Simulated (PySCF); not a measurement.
Compound: C₄H₁₁SSi (doublet state).
Structure used (GFN2-xTB), in Å, numbered top down from 1:
```xyz
17
C4H11SSi angstrom
C      2.829   -0.490   -0.663
Si     1.481    0.511    0.220
C     -0.231   -0.155   -0.282
C     -1.386    0.682    0.302
C     -2.710    0.150   -0.086
S     -3.400   -1.213    0.712
H      3.817   -0.122   -0.404
H      2.727   -0.425   -1.742
H      2.790   -1.540   -0.391
H      1.630    0.390    1.678
H      1.574    1.928   -0.155
H     -0.349   -1.189    0.050
H     -0.329   -0.168   -1.370
H     -1.296    1.708   -0.063
H     -1.292    0.700    1.392
H     -3.047    0.248   -1.104
H     -2.815   -1.005    1.896
```

The hyperfine couplings belong to this conformer and change with its torsions.

The species is `S[CH]CC[SiH2]C` [radical].

Computed with UKS B3LYP, pcH-1 on C H S Si, non-relativistic, mean-field spin-orbit, GIAO in PySCF 2.14.0. One conformer (not necessarily the lowest) at the GFN2-xTB geometry, without solvent, vibrations or thermal averaging. A GFN2-xTB geometry isn't a minimum of the functional, and hyperfine couplings can be far from their values at a DFT geometry. No stability test was run, so a lower SCF solution isn't excluded.

The largest Mulliken spin populations are on C5 (+0.86) and S6 (+0.16). The angles at C5 add up to 353.7°, so it is slightly pyramidal.

(1) How do the β-proton couplings of this frozen conformer go with θ, the angle between the C–H bond and the normal to the plane of the spin centre's three neighbours, both seen down the bond from centre to carbon?

## Answers

(1) 
| β H | on | centre | θ (°) | cos²θ | a (G) |
| --- | --- | --- | --- | --- | --- |
| H14 | C4 | C5 | 58 | 0.28 | +9.36 |
| H15 | C4 | C5 | 60 | 0.24 | +6.54 |

Couplings in gauss use g_iso = 2.0042.

Hardware: one thread of an Arm Neoverse V1, no GPU, shared host. Cost: 86 s wall (with the writing of density and orbital grids), 1.0 GiB resident at most.
